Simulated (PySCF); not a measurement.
# SMILES CC([SeH])(C=O)C=O, C₄H₆O₂Se

Geometry (Å), atoms numbered from 1 in this order:
```xyz
13

C    -1.0328    0.6047   -0.7110
C     0.1362   -0.0835   -0.0446
Se    1.6477    1.2312    0.3705
C     0.8058   -1.1252   -0.8881
O     0.5066   -1.3883   -2.0151
C    -0.1219   -0.5560    1.3604
O    -1.0422   -0.1953    2.0367
H    -1.5071    1.2977   -0.0187
H    -0.7068    1.1331   -1.6041
H    -1.7629   -0.1468   -1.0078
H     0.7774    2.1141    1.1235
H     1.6370   -1.6442   -0.3636
H     0.6586   -1.2411    1.7441
```

Computed, not measured: PySCF 2.14.0, GIAO PBE/pcSseg-1 magnetisability, rotational g tensor and spin-rotation constants, non-relativistic, gas phase. Geometry: GFN2-xTB.

The calculation is non-relativistic, which matters for the atoms heavier than Zn.

(1) Give the nuclear spin-rotation constants along the inertial axes (H = +C I·J) beside the isotropic shieldings.

(2) How do the rotational constants and the g tensor change when H8, H9, H10, H11, H12, H13 are replaced by deuterium?

Results:

(1) Rotational constants 1.9569, 1.5225, 1.0652 GHz. A star marks the isotopologue with that one atom substituted, in its own axes.
```tsv
atom	isotope	Caa (kHz)	Cbb (kHz)	Ccc (kHz)	mean (kHz)	σ (ppm)
H8	1H	-0.186	-0.044	-0.071	-0.100	29.7
H9	1H	-0.227	-0.034	-0.056	-0.105	29.7
H10	1H	0.028	-0.179	-0.103	-0.084	30.2
H11	1H	-0.230	-0.022	-0.081	-0.111	28.9
H12	1H	-0.131	-0.106	0.095	-0.047	21.4
H13	1H	-0.172	-0.090	0.108	-0.051	21.4
C1	13C*	0.244	0.243	0.171	0.220	164.2
C2	13C*	0.439	0.415	0.216	0.356	108.3
Se3	77Se*	2.106	3.851	2.302	2.753	1366.1
C4	13C*	0.687	0.570	0.557	0.605	-13.4
O5	17O*	-1.125	-0.836	-0.752	-0.904	-353.8
```
For the geometry as given, no vibrational averaging.

(2) Constants 1.7983, 1.4027, 1.0299 GHz; g -0.0199, -0.0221, -0.0221, against -0.0215, -0.0241, -0.0230 before.
